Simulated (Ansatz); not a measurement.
```yaml
crystal:
  periodic: [false, false, false]
  atoms:
    - {symbol: S, position_ang: [0.789450, -0.261576, 0.405094]}
    - {symbol: As, position_ang: [-0.789450, 0.261576, -0.405094]}
basis:
  gaussian: {orbitals: def2-mTZVPP, final_grid: {core_spheres: 5, valence_spheres: 4, degree: 11}}
magnetization: {spin_polarized: true, initial_magnetization: 1}
hamiltonian: {xc: {name: TPSS}}
accuracy: high
scf: {lower_state_search: light}
output: {forces: true}
```

```sh
$ ansatz run in.yaml --threads 2 --pin off --events-out ev --progress --plain --max-ram 32768MiB --backend cpu
```

How does Ansatz answer? (Estimate.)

Computed: The program refused the input.
```
Error: YAML parse error: error: line 9 column 19: hamiltonian.xc: no functional is named "TPSS"; the names, which are not case-sensitive, are SVWN5, SPW92, PBE, PBE0, PBEsol, revPBE, revPBE0, RPBE, rPW86-PBE, HSE06, wPBEh, LC-wPBE, HISS, HF, BLYP, B3LYP, B3LYP5, BHLYP, CAM-B3LYP, r2SCAN, r2SCANh, r2SCAN0, r2SCAN50, m-r2SCAN, B97, wB97, wB97X, wB97X-V, B97M-V, wB97M-V, B2PLYP, B2GP-PLYP, PBE0-DH, PBE-QIDH
 7 |   gaussian: {orbitals: def2-mTZVPP, final_grid: {core_spheres: 5, valence_spheres: …
 8 | magnetization: {spin_polarized: true, initial_magnetization: 1}
 9 | hamiltonian: {xc: {name: TPSS}}
10 | accuracy: high
11 | scf: {lower_state_search: light}
```

HSE06 is defined as in plane-wave codes.
